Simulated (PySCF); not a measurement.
A structure optimised at PBE-D3(BJ)/def2-SVP, used in a PySCF frequency run:

```xyz
11

C     -2.1500    -0.1324    -0.0408
Si    -0.2752    -0.0238    -0.0054
S      0.4276    -1.7371    -1.1140
S      0.5271     1.7257    -0.9863
S      0.4690     0.0980     2.0256
H     -2.5900     0.7430     0.4765
H     -2.5091    -0.1426    -1.0895
H     -2.5012    -1.0555     0.4639
H      1.7401    -1.4806    -0.8528
H      0.1824     2.5709     0.0285
H     -0.3481    -0.8925     2.4876
```

Write its SMILES and formula.

C[Si](S)(S)S, CH₆S₃Si

What are its rotational constants (standard atomic weights)?

1.7084, 1.5691, 1.2140 GHz
